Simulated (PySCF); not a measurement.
Chlorine: a sound run and one with changed settings

Sound run: Cl²⁺ [Ne] 3s2 3p3, Cl³⁺ [Ne] 3s2 3p2. Calculation: PySCF 2.14, in cc-pVDZ-DK (4s3p1d, 18 functions); the spin-free X2C one-electron Hamiltonian (Gaussian nucleus). In the sound run the correlated levels freeze [Ne]. The sound run starts from symmetry-adapted Hartree-Fock orbitals and uses a fine grid where one is needed.

Changed run: no relativity, point nucleus. This setting is unsound on purpose.

```csv
species,method,sound run (hartree),changed run (hartree),converged
Cl²⁺,UHF,-459.61674,-457.84812,yes
Cl²⁺,LDA,-458.67487,-456.90824,yes
Cl²⁺,MN15,-460.26329,-458.49684,yes
Cl²⁺,MP2,-459.68725,-457.91873,yes
Cl²⁺,CCSD(T),-459.70678,-457.93838,yes
Cl³⁺,UHF,-458.18522,-456.41665,yes
Cl³⁺,LDA,-457.21685,-455.45000,yes
Cl³⁺,MN15,-458.80230,-457.03553,yes
Cl³⁺,MP2,-458.24014,-456.47170,yes
Cl³⁺,CCSD(T),-458.26280,-456.49459,yes
```

Ionisation energy of Cl²⁺:

```csv
method,sound run (eV),changed run (eV)
UHF,38.953,38.952
LDA,39.675,39.681
MN15,39.756,39.764
MP2,39.378,39.376
SCS-MP2,39.225,39.222
CCSD,39.291,39.286
CCSD(T),39.293,39.288
```

Most of the change in total energy is the relativistic energy itself. On top of that the contraction fixes the core shape for the Hamiltonian it was made with, so the changed run is not a good calculation with the other Hamiltonian either.

For comparison, NIST gives 39.8 ± 0.11 eV between the lowest levels.
